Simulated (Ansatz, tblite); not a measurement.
Cost and result up the ladder for SbH3 (4 atoms). The state is a singlet with charge 0. Geometry: PBE-D4/def2-TZVP.

```xyz
4

Sb   -0.054    0.722   -0.150
H    -0.970   -0.105    1.054
H     1.385   -0.071    0.374
H    -0.361   -0.546   -1.279
```

Ansatz on 2 threads of Intel Xeon 6975P-C on a shared host; xTB runs through tblite on one thread. Times are rough, summed over both states, and most runs start from the orbitals of an earlier one. CCSD(T)/def2-TZVPP serves as the yardstick here, not as an exact answer. The other state is a doublet.

In the def2 sets Sb takes a core potential; there is no spin–orbit coupling. The xTB rows come from tblite. Correlated methods freeze 4 core orbitals; core or outer-core shells of Sb are correlated, in sets that lack core-valence functions.

Raw xTB energies of ions are shifted by several eV.

```csv
level,functions,wall time,vertical IE (eV),difference from CCSD(T)/def2-TZVPP (eV)
GFN2-xTB,12,0.002 s,14.00,4.04
GFN1-xTB,15,0.003 s,15.82,5.86
PBE-D4/def2-TZVP,68,0.65 s,9.92,-0.04
BLYP-D4/def2-TZVP,68,0.75 s,9.90,-0.05
PBE0-D4/def2-TZVP,68,0.85 s,9.94,-0.01
r2SCAN-D4/def2-TZVP (with forces),68,1.4 s,9.94,-0.02
r2SCANh-D4/def2-TZVP,68,1.4 s,9.94,-0.01
r2SCAN0-D4/def2-TZVP (with forces),68,1.5 s,9.95,-0.01
ωB97X-V/def2-TZVP,68,2.1 s,9.99,0.03
ωB97M-V/def2-TZVP,68,2.2 s,9.94,-0.02
CCSD(T)/def2-TZVPP,92,3.4 s,9.96,0.00
```
